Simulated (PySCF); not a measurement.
ClGeH₇Si₂.
Atom-mapped SMILES: `[Cl:1][SiH2:2][SiH2:3][GeH3:4]` (hydrogens: H5, H6 on Si2; H7, H8 on Si3; H9, H10, H11 on Ge4)

Computed, not measured: PBE0-D3(BJ)/def2-SVP geometry optimisation, gas phase in PySCF.

Some entries are withheld. Bonds in one row agree within 0.01 Å.

```json
{"coordinate": "Cl1–Si2", "value": "?"}
{"coordinate": "Si2–Si3", "value": "?"}
{"coordinate": "Si3–Ge4", "value": "2.383 Å"}
{"coordinate": "Si2–H5, Si2–H6", "value": "1.492 Å"}
{"coordinate": "Si3–H7, Si3–H8", "value": "1.497 Å"}
{"coordinate": "Ge4–H9, Ge4–H10, Ge4–H11", "value": "1.539 Å"}
{"coordinate": "Cl1–Si2–Si3", "value": "108.3°"}
{"coordinate": "Cl1–Si2–H5", "value": "107.7°"}
{"coordinate": "Si3–Si2–H5", "value": "?"}
{"coordinate": "H5–Si2–H6", "value": "108.9°"}
{"coordinate": "Si2–Si3–Ge4", "value": "109.3°"}
{"coordinate": "Si2–Si3–H7", "value": "?"}
{"coordinate": "Ge4–Si3–H7", "value": "?"}
{"coordinate": "Ge4–Si3–H8", "value": "?"}
{"coordinate": "H7–Si3–H8", "value": "108.3°"}
{"coordinate": "Si3–Ge4–H9", "value": "110.1°"}
{"coordinate": "H9–Ge4–H10", "value": "109.0°"}
```

**Question.** Estimate the withheld lengths and angles.

**Answer.** 
- Cl1–Si2 = 2.085 Å, drawn single (silicon-bound chlorine to chlorine-bound silicon); 0.05 Å below the sum of covalent radii, 2.13 Å.
- Si2–Si3 = 2.352 Å, drawn single (chlorine-bound silicon to SiH2 silicon); 0.13 Å above the sum of covalent radii, 2.22 Å.
- Si3–Si2–H5 = 112.4°, at the chlorine-bound silicon; the outer atoms are 3.230 Å apart.
- Si2–Si3–H7 = 109.5°, at the SiH2 silicon; the outer atoms are 3.182 Å apart.
- Ge4–Si3–H7 = 110.2°, at the SiH2 silicon; the outer atoms are 3.222 Å apart.
- Ge4–Si3–H8 = 110.6°, at the SiH2 silicon; the outer atoms are 3.229 Å apart.

Radii are Cordero's.

Not checked by PBE0-D3(BJ)/def2-SVP frequencies. One conformer, not necessarily the lowest (Cl1–Si2–Si3–Ge4 -4°).

Hardware: one thread, Arm Neoverse V1 (aarch64), shared host with 64 logical CPUs at a one-minute load of 33. Cost: 45 s wall, 0.48 GiB resident at most. These figures are those of the optimisation.
